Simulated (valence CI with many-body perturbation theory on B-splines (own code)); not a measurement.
**E1 transitions of Cs XLIX**

Computed by configuration interaction combined with many-body perturbation theory (CI+MBPT): five valence electrons over a frozen Dirac-Fock core [He], radial functions for each j: 9 s, 9 p, 8 d, 6 f, 3 g, 1 h, with the one-electron correlation potential Σ1 (screened to all orders), the two-electron term Σ2, the three-electron term Σ3, Breit, model QED; selected single and double excitations, second order for the rest (own B-spline code, finite nucleus).

The last digits are not significant, and no measured levels were compared; by estimate large intervals hold to a few tenths of a per cent, small ones and those within an open d or f shell to about a per cent. Among the levels kept, up to 1200 cm⁻¹ of a level comes from second order outside the variational space, and about a tenth of that is noise between levels of different J, which matters for small intervals.

Lines 151 to 200 of 263 in falling wavelength, among levels below 5607.5 eV, chosen from the strongest by gf and those to the six lowest levels. Wavelengths and rates use the calculated energies. Electric multipoles are in the length gauge, E1 and E2 with the static RPA response of the core. Weak lines are less certain than strong ones. Lines between different terms over intervals too small for the method are left out, as are lines whose strength nearly cancels. The highest levels of a list are the least certain.

Levels are named by their leading jj configuration (3d3/2^4 stands for four electrons in 3d with j = 3/2), which in mixed levels can hold well under half, so a name can repeat and another be missing. Letters in brackets count levels of one name in rising energy.

| λ vac (nm) | Upper | Lower | A (s⁻¹) | S (a.u.) with core polarisation | S without |
| --- | --- | --- | --- | --- | --- |
| 0.2614 | (2s^2 2p1/2 2p3/2 3s) J=3/2 [a] | (2s^2 2p1/2 2p3/2^2) J=5/2 | 5.55e+12 | 1.96e-04 | 1.95e-04 |
| 0.2611 | (2s^2 2p3/2^2 3s) J=5/2 | (2s^2 2p3/2^3) J=3/2 | 7.97e+12 | 4.20e-04 | 4.19e-04 |
| 0.2608 | (2s^2 2p1/2 2p3/2 3p3/2) J=5/2 [b] | (2s 2p1/2^2 2p3/2^2) J=5/2 | 1.92e+12 | 1.01e-04 | 1.01e-04 |
| 0.2607 | (2s^2 2p3/2^2 3s) J=3/2 | (2s^2 2p3/2^3) J=3/2 | 6.04e+13 | 2.11e-03 | 2.11e-03 |
| 0.2607 | (2s^2 2p1/2^2 3s) J=1/2 | (2s^2 2p1/2^2 2p3/2) J=3/2 | 5.29e+13 | 9.25e-04 | 9.23e-04 |
| 0.2605 | (2s^2 2p1/2 2p3/2 3s) J=5/2 | (2s^2 2p1/2 2p3/2^2) J=5/2 | 2.56e+13 | 1.34e-03 | 1.34e-03 |
| 0.2604 | (2s 2p1/2^2 2p3/2 3s) J=3/2 [a] | (2s 2p1/2^2 2p3/2^2) J=5/2 | 2.66e+13 | 9.28e-04 | 9.26e-04 |
| 0.2603 | (2s^2 2p1/2 2p3/2 3s) J=3/2 [a] | (2s^2 2p1/2 2p3/2^2) J=3/2 | 2.24e+13 | 7.80e-04 | 7.78e-04 |
| 0.2602 | (2s^2 2p1/2 2p3/2 3s) J=3/2 [b] | (2s^2 2p1/2 2p3/2^2) J=5/2 | 3.93e+13 | 1.37e-03 | 1.36e-03 |
| 0.2599 | (2s^2 2p1/2 2p3/2 3s) J=1/2 | (2s^2 2p1/2 2p3/2^2) J=3/2 | 4.69e+13 | 8.12e-04 | 8.10e-04 |
| 0.2594 | (2s^2 2p1/2 2p3/2 3s) J=5/2 | (2s^2 2p1/2 2p3/2^2) J=3/2 | 1.84e+12 | 9.53e-05 | 9.51e-05 |
| 0.2591 | (2s^2 2p1/2 2p3/2 3s) J=3/2 [b] | (2s^2 2p1/2 2p3/2^2) J=3/2 | 7.95e+12 | 2.73e-04 | 2.72e-04 |
| 0.2587 | (2s^2 2p3/2^2 3s) J=1/2 | (2s^2 2p3/2^3) J=3/2 | 2.92e+13 | 4.99e-04 | 4.98e-04 |
| 0.2579 | (2s 2p1/2^2 2p3/2 3s) J=3/2 [b] | (2s 2p1/2^2 2p3/2^2) J=5/2 | 6.61e+12 | 2.24e-04 | 2.23e-04 |
| 0.2522 | (2s 2p1/2^2 2p3/2 3d3/2) J=3/2 | (2s 2p1/2^2 2p3/2^2) J=1/2 | 1.74e+13 | 5.52e-04 | 5.53e-04 |
| 0.2521 | (2s 2p1/2^2 2p3/2 3d3/2) J=1/2 | (2s 2p1/2^2 2p3/2^2) J=1/2 | 7.39e+12 | 1.17e-04 | 1.17e-04 |
| 0.2503 | (2s 2p1/2^2 2p3/2 3d5/2) J=5/2 | (2s 2p1/2^2 2p3/2^2) J=3/2 | 3.70e+13 | 1.72e-03 | 1.72e-03 |
| 0.2502 | (2s 2p1/2^2 2p3/2 3d5/2) J=3/2 | (2s 2p1/2^2 2p3/2^2) J=3/2 | 3.16e+13 | 9.76e-04 | 9.77e-04 |
| 0.2501 | (2s 2p1/2^2 2p3/2 3d5/2) J=3/2 | (2s 2p1/2^2 2p3/2^2) J=1/2 | 4.59e+13 | 1.42e-03 | 1.42e-03 |
| 0.2499 | (2s^2 2p1/2 2p3/2 3d3/2) J=3/2 [a] | (2s^2 2p1/2 2p3/2^2) J=1/2 | 1.31e+13 | 4.04e-04 | 4.04e-04 |
| 0.2497 | (2s^2 2p1/2 2p3/2 3d3/2) J=1/2 [a] | (2s^2 2p1/2 2p3/2^2) J=1/2 | 1.85e+13 | 2.84e-04 | 2.84e-04 |
| 0.2491 | (2s 2p1/2^2 2p3/2 3p1/2) J=3/2 [a] | (2s^2 2p1/2 2p3/2^2) J=1/2 | 3.09e+12 | 9.44e-05 | 9.45e-05 |
| 0.2488 | (2s 2p1/2^2 2p3/2 3d3/2) J=5/2 | (2s 2p1/2^2 2p3/2^2) J=5/2 | 3.62e+13 | 1.65e-03 | 1.65e-03 |
| 0.2487 | (2s 2p1/2^2 2p3/2 3d3/2) J=3/2 | (2s 2p1/2^2 2p3/2^2) J=5/2 | 6.20e+13 | 1.88e-03 | 1.88e-03 |
| 0.2486 | (2s 2p1/2^2 2p3/2 3d3/2) J=7/2 | (2s 2p1/2^2 2p3/2^2) J=5/2 | 1.26e+12 | 7.61e-05 | 7.62e-05 |
| 0.2484 | (2s^2 2p1/2 2p3/2 3d3/2) J=3/2 [b] | (2s^2 2p1/2 2p3/2^2) J=1/2 | 3.38e+12 | 1.02e-04 | 1.02e-04 |
| 0.2483 | (2s^2 2p1/2 2p3/2 3d3/2) J=3/2 [a] | (2s^2 2p1/2 2p3/2^2) J=5/2 | 1.50e+13 | 4.52e-04 | 4.53e-04 |
| 0.2482 | (2s^2 2p1/2 2p3/2 3d3/2) J=5/2 [a] | (2s^2 2p1/2 2p3/2^2) J=5/2 | 1.75e+13 | 7.93e-04 | 7.94e-04 |
| 0.2481 | (2s^2 2p1/2 2p3/2 3d3/2) J=1/2 [b] | (2s^2 2p1/2 2p3/2^2) J=1/2 | 9.28e+12 | 1.40e-04 | 1.40e-04 |
| 0.2478 | (2s^2 2p1/2 2p3/2 3d5/2) J=3/2 [a] | (2s^2 2p1/2 2p3/2^2) J=1/2 | 4.13e+13 | 1.24e-03 | 1.24e-03 |
| 0.2477 | (2s^2 2p1/2^2 3d3/2) J=3/2 | (2s^2 2p1/2^2 2p3/2) J=3/2 | 7.38e+13 | 2.21e-03 | 2.22e-03 |
| 0.2476 | (2s 2p1/2^2 2p3/2 3p1/2) J=5/2 | (2s^2 2p1/2 2p3/2^2) J=5/2 | 2.79e+12 | 1.26e-04 | 1.26e-04 |
| 0.2475 | (2s 2p1/2^2 2p3/2 3p1/2) J=3/2 [a] | (2s^2 2p1/2 2p3/2^2) J=5/2 | 4.68e+12 | 1.40e-04 | 1.40e-04 |
| 0.2475 | (2s^2 2p1/2 2p3/2 3d3/2) J=7/2 | (2s^2 2p1/2 2p3/2^2) J=5/2 | 9.09e+10 | 5.44e-06 | 5.44e-06 |
| 0.2474 | (2s^2 2p3/2^2 3p1/2) J=5/2 | (2s 2p1/2^2 2p3/2^2) J=5/2 | 5.07e+11 | 2.27e-05 | 2.27e-05 |
| 0.2473 | (2s^2 2p1/2 2p3/2 3d3/2) J=3/2 [a] | (2s^2 2p1/2 2p3/2^2) J=3/2 | 2.67e+13 | 7.98e-04 | 7.98e-04 |
| 0.2472 | (2s^2 2p1/2 2p3/2 3d3/2) J=5/2 [a] | (2s^2 2p1/2 2p3/2^2) J=3/2 | 6.49e+10 | 2.90e-06 | 2.90e-06 |
| 0.2471 | (2s^2 2p1/2 2p3/2 3d3/2) J=1/2 [a] | (2s^2 2p1/2 2p3/2^2) J=3/2 | 3.91e+13 | 5.82e-04 | 5.83e-04 |
| 0.2470 | (2s^2 2p1/2 2p3/2 3d5/2) J=7/2 [a] | (2s^2 2p1/2 2p3/2^2) J=5/2 | 1.27e+13 | 7.55e-04 | 7.56e-04 |
| 0.2468 | (2s^2 2p1/2 2p3/2 3d3/2) J=5/2 [b] | (2s^2 2p1/2 2p3/2^2) J=5/2 | 2.00e+11 | 8.91e-06 | 8.90e-06 |
| 0.2468 | (2s^2 2p1/2 2p3/2 3d3/2) J=3/2 [b] | (2s^2 2p1/2 2p3/2^2) J=5/2 | 3.33e+13 | 9.87e-04 | 9.88e-04 |
| 0.2467 | (2s 2p1/2^2 2p3/2 3d5/2) J=5/2 | (2s 2p1/2^2 2p3/2^2) J=5/2 | 2.70e+14 | 1.20e-02 | 1.20e-02 |
| 0.2466 | (2s^2 2p1/2 2p3/2 3d5/2) J=3/2 [b] | (2s^2 2p1/2 2p3/2^2) J=1/2 | 3.78e+14 | 1.12e-02 | 1.12e-02 |
| 0.2466 | (2s 2p1/2^2 2p3/2 3p1/2) J=5/2 | (2s^2 2p1/2 2p3/2^2) J=3/2 | 4.79e+11 | 2.13e-05 | 2.13e-05 |
| 0.2466 | (2s 2p1/2^2 2p3/2 3d5/2) J=3/2 | (2s 2p1/2^2 2p3/2^2) J=5/2 | 5.25e+13 | 1.55e-03 | 1.55e-03 |
| 0.2465 | (2s 2p1/2^2 2p3/2 3p1/2) J=3/2 [a] | (2s^2 2p1/2 2p3/2^2) J=3/2 | 6.32e+10 | 1.87e-06 | 1.88e-06 |
| 0.2465 | (2s^2 2p1/2 2p3/2 3d5/2) J=1/2 | (2s^2 2p1/2 2p3/2^2) J=1/2 | 4.45e+14 | 6.57e-03 | 6.58e-03 |
| 0.2462 | (2s^2 2p1/2 2p3/2 3d5/2) J=3/2 [a] | (2s^2 2p1/2 2p3/2^2) J=5/2 | 3.78e+13 | 1.11e-03 | 1.12e-03 |
| 0.2461 | (2s^2 2p1/2 2p3/2 3d5/2) J=5/2 [a] | (2s^2 2p1/2 2p3/2^2) J=5/2 | 1.27e+14 | 5.61e-03 | 5.61e-03 |
| 0.2460 | (2s 2p1/2^2 2p3/2 3p1/2) J=1/2 | (2s^2 2p1/2 2p3/2^2) J=1/2 | 7.05e+12 | 1.04e-04 | 1.04e-04 |
